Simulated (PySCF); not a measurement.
Calculation: ωB97X-D3(BJ)/def2-TZVP in PySCF 2.14.0. All species are isolated molecules in the gas phase. Delta-SCF ions had no search for a lower state. 

Reference species (SMILES): `C1=[SiH]C1` (neutral, multiplicity 1).

- HOMO–LUMO gap: 9.07 eV
- vertical ionisation energy (Delta-SCF): 8.12 eV

Changed species: `C=C=[SiH2]`.

**Question.** What does the change do to the HOMO–LUMO gap and vertical ionisation energy (Delta-SCF)?

**Answer.** the HOMO–LUMO gap goes up by 0.32 eV, to 9.39 eV; the vertical ionisation energy (Delta-SCF) rises by 0.18 eV, to 8.30 eV.
